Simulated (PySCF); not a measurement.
A GIAO shielding run with PySCF 2.14 (density fitting, non-relativistic, gas phase) on SMILES Cl/C=C/B(Cl)Cl, C₂H₂BCl₃:

```
$ OMP_NUM_THREADS=1 python probes_run.py task.json out

{"job": {"kind": "nmr", "xc": "KT3", "basis": "pcSseg-2", "pop": false}, "charge": 0, "multiplicity": 1}
Cl     2.727741     0.260884    -0.742686
C      1.079288     0.494596    -0.346482
C      0.238236    -0.493085    -0.001430
B     -1.232524    -0.207378     0.344206
Cl    -1.889924     1.423317     0.338617
Cl    -2.304540    -1.529343     0.761880
H      0.765906     1.541802    -0.398444
H      0.615743    -1.519779     0.030507
```

Hardware: 1 thread of an Arm Neoverse N1, shared host.

Question: How large is the calculation?

Answer: 70 electrons, 265 basis functions and 833 auxiliary functions.

Question: How long does it take, and how much memory does it need?

Answer: 64 s of wall time, with 15 SCF cycles; peak memory 0.84 GiB. Times on a shared host scatter by some tens of per cent.

Question: And these other runs on the same molecule and hardware: GIAO shielding at B3LYP/pcSseg-2; GIAO shielding at B97-D/pcSseg-2; GIAO shielding at BLYP/pcSseg-2; GIAO shielding at BP86/pcSseg-2; GIAO shielding at HF/pcSseg-2; GIAO shielding at KT2/pcSseg-2?

Answer: B3LYP/pcSseg-2: 265 functions, 58 s; B97-D/pcSseg-2: 265 functions, 63 s; BLYP/pcSseg-2: 265 functions, 60 s; BP86/pcSseg-2: 265 functions, 63 s; HF/pcSseg-2: 265 functions, 39 s; KT2/pcSseg-2: 265 functions, 63 s.
